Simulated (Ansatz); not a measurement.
Ge(iPr)2Cl2 (C6H14Cl2Ge). The state is a singlet with charge 0. Geometry PBE-D4/def2-SVP, basis def2-TZVP, Ansatz.

```
run  HOMO (eV)  LUMO (eV)
  A      -6.83      -0.93
  B      -7.77      -0.21
  C      -7.57      -0.51
  D      -6.58      -1.20
```

B3LYP takes the VWN-RPA correlation.

Task: The runs used B3LYP, PBE, PBE0, r2SCAN. Estimate which is which.

Result: A r2SCAN (0 % exact exchange); B PBE0 (25 % exact exchange); C B3LYP (20 % exact exchange); D PBE (0 % exact exchange). Exact exchange lowers occupied and raises empty levels; among semilocal functionals meta-GGAs tend to open the gap a little, and such runs are hard to tell apart. The gap grows from 5.37 eV (PBE) to 7.56 eV (PBE0).
